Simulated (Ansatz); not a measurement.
C₂H₅Cl₂InO (`CC[O][In]([Cl])[Cl]`), relaxed with RKS PBE0-D4/def2-TZVP in the Gaussian-basis code of Ansatz from a GFN2-xTB geometry. The force threshold is 0.005 eV/Å; the program also tests the step.

Charge 0, multiplicity 1. In takes the def2 core potential.

Start:

```xyz
11

C    -1.363   -0.480    0.263
C    -0.611    0.842    0.354
O     0.321    1.004   -0.675
In    1.949   -0.179   -0.749
Cl    2.671   -1.110    1.240
Cl    3.095   -0.272   -2.732
H    -2.136   -0.532    1.026
H    -0.656   -1.304    0.410
H    -1.818   -0.580   -0.720
H    -1.313    1.679    0.239
H    -0.139    0.931    1.344
```

(1) By how much does the energy fall, and how many steps does the optimiser take? (An estimate is asked.)

(2) Which bonds change most? (Estimate.)

(3) Give the relaxed structure. (An estimate is asked.)

Results:

(1) Computed: 0.05 eV, in 8 steps.

(2) The calculation gave: O3–In4 from 2.014 to 1.960 Å; C2–O3 from 1.398 to 1.414 Å; C1–C2 from 1.523 to 1.512 Å; C1–H7 from 1.088 to 1.093 Å.

(3) Ansatz gave: 
```xyz
11

C    -1.355   -0.474    0.318
C    -0.621    0.848    0.315
O     0.301    0.956   -0.752
In    1.937   -0.123   -0.778
Cl    2.567   -1.294    1.111
Cl    3.263   -0.148   -2.649
H    -2.112   -0.497    1.106
H    -0.665   -1.304    0.506
H    -1.849   -0.641   -0.641
H    -1.334    1.670    0.180
H    -0.131    1.006    1.285
```
